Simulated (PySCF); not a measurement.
## Electric field gradients and quadrupole coupling constants

C₅H₇ClO.
Geometry (GFN2-xTB, Å), atoms numbered from 1 in this order:
```
atom  x, y, z in Å
C1     1.5457    0.5837   -0.0406
C2     0.4963   -0.3268    0.5348
C3    -0.1444   -1.3756   -0.2938
C4    -0.9779   -0.1867    0.1489
C5    -1.3631    0.7862   -0.8643
O6    -0.8460    1.0353   -1.9046
Cl7   -2.8265    1.6816   -0.3829
H8     1.5908    1.5159    0.5195
H9     2.5194    0.1002    0.0182
H10    1.3354    0.8128   -1.0814
H11    0.6457   -0.5530    1.5847
H12   -0.3856   -2.3337    0.1393
H13    0.1123   -1.4079   -1.3418
H14   -1.7028   -0.3325    0.9369
```

Field gradients from the PBE0/pcSseg-1 density (PySCF, non-relativistic), principal values in atomic units, ordered |Vxx| ≤ |Vyy| ≤ |Vzz|:

```tsv
atom	Vxx	Vyy	Vzz
O6	0.5016	1.0148	-1.5164
Cl7	-1.1211	-2.0955	3.2166
```

Question: Find the asymmetry η = (Vxx − Vyy)/Vzz and the couplings χ = eQV/h (234.96 MHz × Q in barn × V in au), with Q(17O) = −0.0256 b, Q(35Cl) = −0.0817 b.

Answer: 
| atom | environment | nucleus | η | χzz (MHz) | χxx (MHz) | χyy (MHz) |
| --- | --- | --- | --- | --- | --- | --- |
| O6 | carbonyl oxygen | 17O | 0.34 | 9.12 | -3.02 | -6.10 |
| Cl7 | chlorine bonded to C | 35Cl | 0.30 | -61.75 | 21.52 | 40.23 |

The tensor is traceless: Vxx + Vyy + Vzz = 0.

Question: What is Vzz at Cl7 in SI units (1 au = 9.71736 × 10²¹ V/m²)?

Answer: 3.2166 au = 31.257 × 10²¹ V/m².

Question: And the gradient at the other heavy atoms, for which no coupling is worked out here?

Answer: 
| atom | environment | Vzz (au) | η |
| --- | --- | --- | --- |
| C1 | methyl carbon | 0.105 | 0.49 |
| C2 | three-membered-ring carbon | 0.218 | 0.23 |
| C3 | three-membered-ring carbon | 0.220 | 0.20 |
| C4 | sp3 carbon next to a carbonyl | 0.212 | 0.55 |
| C5 | acyl halide carbon | -0.475 | 0.54 |

Were the hydrogens deuterons (Q(2H) = 0.00286 b), χzz would run from 205 kHz (H10) to 223 kHz (H12).

Geometry: GFN2-xTB, one conformer, isolated molecule. GFN2-xTB bond lengths can be off by several hundredths of an ångström, more for odd bonds, and the gradients follow them. The basis is small and wasn't made for field gradients, so the couplings can be 20 % off.
